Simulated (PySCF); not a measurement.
Basis-set dependence of excited states

Species: C₃H₇BClP.
Z-matrix (Å and degrees, PBE0-D3(BJ)/def2-SVP geometry), rows numbered from 1:
```
C 
C   1  1.3331
Cl  2  1.7479  1  119.57
C   2  1.4913  1  126.88  3   178.49
B   4  1.5749  2  118.15  1  -112.22
P   5  1.8781  4  125.69  2    -9.17
H   1  1.0924  2  119.51  3   179.81
H   1  1.0908  2  121.81  3    -0.13
H   4  1.1051  2  109.79  1    10.56
H   4  1.1079  2  110.08  1   125.35
H   5  1.2107  4  117.40  2   178.07
H   6  1.4207  5  103.05  4    39.74
H   6  1.4213  5  100.35  4   142.21
```

TDDFT with PBE0 (PySCF), vertical singlets, core orbitals frozen in the response, spherical d and f functions. Geometry: PBE0-D3(BJ)/def2-SVP, one conformer, isolated molecule.

| basis | functions | diffuse | S1 (eV) | S2 (eV) | S3 (eV) | S4 (eV) | S5 (eV) | LUMO (eV) | α (au) |
| --- | --- | --- | --- | --- | --- | --- | --- | --- | --- |
| 6-31G* | 106 | no | 4.78 | 5.05 | 6.31 | 6.49 | 6.54 | -1.23 | 75.6 |
| def2-SVP | 127 | no | 4.72 | 4.96 | 6.19 | 6.32 | 6.42 | -1.39 | 77.1 |
| 6-31+G* | 130 | yes | 4.75 | 4.95 | 6.13 | 6.22 | 6.24 | -1.45 | 86.7 |
| def2-SVPD | 187 | yes | 4.75 | 4.89 | 6.13 | 6.18 | 6.39 | -1.50 | 92.8 |
| aug-cc-pVDZ | 209 | yes | 4.71 | 4.89 | 6.07 | 6.12 | 6.15 | -1.50 | 94.6 |
| def2-TZVP | 240 | no | 4.69 | 4.88 | 6.14 | 6.22 | 6.34 | -1.50 | 88.8 |
| def2-TZVPD | 300 | yes | 4.68 | 4.86 | 6.09 | 6.13 | 6.24 | -1.53 | 94.7 |

Problem. Compare the sets with the largest diffuse one.

Solution. States are compared by their number. Against the largest diffuse basis here (def2-TZVPD, itself not a converged limit), sets without diffuse functions differ by up to 0.10 eV in S1 and 0.30 eV in S5; the smaller diffuse sets differ by up to 0.07 and 0.15 eV. State by state, the largest deviation of a set without diffuse functions is S1 0.10, S2 0.19, S3 0.21, S4 0.36, S5 0.30 eV. The same number needn't mean the same state in each row. Against def2-TZVPD the polarisability deviates by -20% in 6-31G*, -19% in def2-SVP, -9% in 6-31+G*, -2% in def2-SVPD, 0% in aug-cc-pVDZ, -6% in def2-TZVP. A single + in a Pople set puts diffuse functions on heavy atoms only.
